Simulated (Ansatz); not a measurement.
Wavefunction ladder for `C[Si](C)(S)Cl`

Cartesian coordinates in Å:
```
C -1.703 0.384 0.011
Si 0.070 0.050 0.447
C 1.003 -0.875 -0.866
S 0.952 1.954 0.843
Cl 0.115 -1.124 2.152
H -2.208 0.914 0.821
H -2.230 -0.557 -0.163
H -1.766 0.991 -0.895
H 2.037 -1.048 -0.560
H 0.536 -1.846 -1.049
H 1.010 -0.304 -1.797
H 2.183 1.459 1.056
```

The species carries charge 0 and has multiplicity 1. The structure was optimised at the PBE0-D4/def2-TZVP level. It is one conformer, not always the lowest. Frozen core, restricted reference, Ansatz 0.2.0. CBS rows extrapolate triple and quadruple zeta; past MP2 they add the triple-zeta difference.

```csv
basis,HF (Eh),MP2 corr.
def2-SVP,-1225.47087,-0.65039
def2-TZVPP,-1225.96171,-0.84571
def2-QZVPP,-1225.99842,-0.91365
```

Task: Estimate the CCSD correlation energy and the (T) correction in each basis where they were run (hartree).

Result: 
```json
{"basis": "def2-SVP", "CCSD corr.": "-0.71685", "(T)": "-0.01951"}
{"basis": "def2-TZVPP", "CCSD corr.": "-0.91172", "(T)": "-0.03853"}
{"basis": "CBS(def2)", "CCSD corr.": "-1.02998", "(T)": "as TZ"}
```
